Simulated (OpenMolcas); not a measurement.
**Eu V: the spin-orbit constant, worked from levels**

| Property | Result |
| --- | --- |
| Program | OpenMolcas 26.06 |
| Basis | ANO-RCC-VTZP [8s7p5d3f2g1h] |
| Scalar Hamiltonian | DKH2, point nucleus |
| Active space | 5 electrons in 7 orbitals (4f) |
| State averaging | 2S+1 = 6 odd, 21 roots; 2S+1 = 4 odd, 224 roots (208 in the spin-orbit step); 2S+1 = 2 odd, 490 roots (385 in the spin-orbit step) |
| Spin-orbit coupling | RASSI with atomic mean-field integrals over the reference wave functions, term energies averaged over their components |

Methods: CASSCF; SS-CASPT2, IPEA 0.25 Eh, imaginary shift 0.1 Eh (closed shells correlated: 5s 5p).

**The spin-orbit constant.** For the Hund term 6H* of f5, E(J) = (A/2) J(J+1) + constant and ζ = 2S·A = 5A. From J = 5/2 to J = 15/2 the energy changes by 27.5 A.

```
   Source  E(15/2) - E(5/2)      A     ζ
   CASSCF            8715.2  316.9  1585
SS-CASPT2            8757.8  318.5  1592
```

All in cm-1. Both methods take the spin-orbit matrix elements from the reference wave functions, so the second can move ζ only through the term energies and any multistate remixing. Second-order mixing with other terms is absorbed into this ζ.

CASPT2 does not keep the components of a term degenerate, so their means are used; among the terms shown or strongly mixed into the levels shown the widest spread is 54 cm-1 (4f5 6H*, SS-CASPT2). High states are left out of the spin-orbit mixing, which shifts the levels that they would mix with. Without dynamic correlation excited terms often stand tens of per cent too high (terms of higher spin than the ground term too low), and those without a measured partner can miss by more than the paired ones (holds for CASSCF). Only configurations of the active space appear.

* marks odd parity.
